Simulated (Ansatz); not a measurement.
Ansatz (an electronic-structure program) input (RI-MP2/def2-QZVPPD):
A basis named .json is the Basis Set Exchange file of that set.

Ansatz 0.2 input:
```yaml
crystal:
  periodic: [false, false, false]
  atoms:
    - {symbol: Zn, position_ang: [0.00000000, 0.00000000, 0.00000000]}
    - {symbol: F, position_ang: [-0.00000000, -0.00000000, -1.74052805]}
    - {symbol: F, position_ang: [0.00000000, 0.00000000, 1.74052805]}
basis:
  gaussian:
    orbitals: def2-QZVPPD.json
    fitting: {mean_field: def2-universal-jkfit, correlation: def2-QZVPPD-RIFIT.json}
magnetization: {spin_polarized: true, initial_magnetization: 2}
correlation: {method: mp2, electrons: outside_noble_gas}
```

Output:

```
Functional definition: HF
integrals: 0.24 GiB planned
418 factors; integrals over basis functions are off by at most 1.4e0 eV
630 factors; integrals over basis functions are off by at most 7.1e-1 eV
mean field: 0.76 GiB planned
mean field evaluation 1: about -53784.6366 eV, gradient 1.7e1 eV
mean field evaluation 2: about -53785.5853 eV, gradient 1.3e1 eV
mean field evaluation 4: about -53785.9733 eV, gradient 1.8e0 eV
mean field evaluation 8: about -53786.0005 eV, gradient 2.0e-2 eV
mean field evaluation 16: about -53786.0005 eV, gradient 3.1e-3 eV
mean field evaluation 32: about -53785.5427 eV, gradient 3.7e0 eV
mean field evaluation 64: about -53787.5519 eV, gradient 3.6e0 eV
mean field evaluation 96: about -53787.5486 eV, gradient 9.8e-1 eV
mean field evaluation 128: about -53787.2723 eV, gradient 6.9e0 eV
mean field -53787.58537030 eV, -1976.6573038237 hartree, gradient 2.7e-6 eV, S^2 2.006541; 18 other end points of the search recorded, 0 dependent functions left out
11 core orbitals not correlated
reference -53787.58537030 eV, -1976.6573038237 hartree; 14, 12 occupied and 207, 209 virtual orbitals, 630 factors
second order -28.04168225 eV of doubles, -0.00000000 eV of singles
Total energy: -53815.62705255 eV, -1977.6878166391 hartree
```

This state (charge 0, triplet) is run at the relaxed geometry of the species with charge 0 and multiplicity 1, and is a spin state other than that species' own.
